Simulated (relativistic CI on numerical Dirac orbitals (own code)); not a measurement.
**Slater and spin-orbit integrals, Er⁶⁷⁺**

Computed by Dirac equation for one electron, model QED (radiative potential, 1s self-energy scaled to tabulated hydrogen-like ionisation energies) (own radial code, finite nucleus).

Slater integrals F^k, G^k are unscaled and averaged over j, outside the closed core (none); ζ comes from projecting the Hamiltonian with its Breit term on Σ l·s of the shell.

- 2p: ζ(2p) = 6.1656e+06 cm⁻¹; <r>(2p) = 0.06953, <r^2>(2p) = 0.00587 (bohr units).
- 3p: ζ(3p) = 1.8351e+06 cm⁻¹; <r>(3p) = 0.1757, <r^2>(3p) = 0.03579 (bohr units).
- 3d: ζ(3d) = 322290 cm⁻¹; <r>(3d) = 0.1513, <r^2>(3d) = 0.02624 (bohr units).

Averages of the first 10 configurations, taken without configuration mixing, which lowers the lowest level and can move excited configurations by several eV; other configurations of the list can lie among them:

```
Configuration  Parity  States  Average energy above the lowest level (eV)
           1s    even       2                                         0.0
           2s    even       2                                     50135.6
           2p     odd       6                                     50883.8
           3s    even       2                                     59767.1
           3p     odd       6                                     59989.8
           3d    even      10                                     60163.0
           4s    even       2                                     63090.5
           4p     odd       6                                     63184.0
           4d    even      10                                     63256.9
           4f     odd      14                                     63285.5
```
